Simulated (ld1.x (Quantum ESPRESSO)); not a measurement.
How hard is this indium TM potential?

* Element: indium
* Generator: ld1.x (Quantum ESPRESSO) 7.5
* Type: norm-conserving Troullier–Martins (Kleinman–Bylander form)
* Functional: PBE
* Relativity: fully relativistic
* Frozen core: [Kr] 4d10
* Valence charge: 3
* Reference configuration: 5s2 5p0.5 (charge +0.5)
* Partial waves: 5s (bound): rc 1.60 bohr; 5p (bound): rc 2.95 bohr
* Local potential: all-electron potential smoothed inside 2.40 bohr (lloc = -2)
* Core correction: a·sin(br)/r model core, default radius (core density twice the valence density)

Open shells are filled in proportion to 2j + 1 (rel_dist='average').

The pseudo-atom Hamiltonian at the reference potential is diagonalised in spherical Bessel functions j_l(qr) that vanish at 20 bohr, with q² up to the cutoff. All-electron valence levels (Ry): 5s -0.8372, 5p1/2 -0.4086, 5p3/2 -0.3821.

Q: How do the lowest levels (Ry) of each channel move with the cutoff, and are there ghosts?

A:

```tsv
cutoff (Ry)	s #1	p1/2 #1	p3/2 #1	d #1	d #2	f #1	f #2	Σ f·Δε (mRy)
8	-0.7205	-0.4071	-0.3808	-0.0790	0.0146	0.0270	0.1330	234.1
15	-0.7473	-0.4085	-0.3820	-0.0791	0.0145	0.0270	0.1330	179.8
21	-0.8059	-0.4086	-0.3821	-0.0791	0.0145	0.0270	0.1330	62.6
35	-0.8339	-0.4086	-0.3821	-0.0791	0.0145	0.0270	0.1330	6.6
45	-0.8345	-0.4086	-0.3821	-0.0791	0.0145	0.0270	0.1330	5.4
60	-0.8360	-0.4086	-0.3821	-0.0791	0.0145	0.0270	0.1330	2.4
80	-0.8363	-0.4086	-0.3821	-0.0791	0.0145	0.0270	0.1330	1.8
110	-0.8368	-0.4086	-0.3821	-0.0791	0.0145	0.0270	0.1330	0.7
400	-0.8372	-0.4086	-0.3821	-0.0791	0.0145	0.0270	0.1330	0.0
```

Result: no extra level below or beside the all-electron valence levels (s, p1/2, p3/2, d, f tested); 10 mRy is reached at 35 Ry and 1 mRy at 90 Ry.
